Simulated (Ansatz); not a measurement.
H3B, singlet, geometry from GFN2-xTB, with bond 4-1 at 1.8 times its length; CASSCF(2,2)/STO-3G run with Ansatz (a quantum-chemistry and plane-wave program).

Here is a job for Ansatz.
Ansatz 0.2 input:
```yaml
crystal:
  periodic: [false, false, false]
  atoms:
    - {symbol: B, position_ang: [-0.00000000, 0.00000000, -0.00000000]}
    - {symbol: H, position_ang: [-1.13226550, -0.04398053, -0.26833758]}
    - {symbol: H, position_ang: [0.40119175, -0.57720612, 0.92835488]}
    - {symbol: H, position_ang: [1.31593273, 1.11813597, -1.18803112]}
basis:
  gaussian:
    orbitals: STO-3G
hamiltonian:
  xc: hf
magnetization: {spin_polarized: false}
correlation: {active_space: {window: {electrons: 2, orbitals: 2}}}
```

The log (banner, timings and long lists left out):

```
Functional definition: HF
98 factors; integrals over basis functions are off by at most 1.5e-5 eV
mean field evaluation 1: about -701.7495 eV, gradient 1.7e1 eV
mean field evaluation 2: about -701.7373 eV, gradient 1.7e1 eV
mean field evaluation 4: about -703.7029 eV, gradient 1.3e0 eV
mean field evaluation 8: about -703.7097 eV, gradient 1.2e-4 eV
mean field -703.70966452 eV, -25.8608531796 hartree, gradient 1.8e-6 eV, S^2 0.000000; 0 other end points of the search recorded, 0 dependent functions left out
reference -703.70966452 eV, -25.8608531796 hartree; 4, 4 occupied and 4, 4 virtual orbitals, 98 factors
state -705.79018011 eV, -25.9373107174 hartree
Total energy: -705.79018011 eV, -25.9373107174 hartree
```
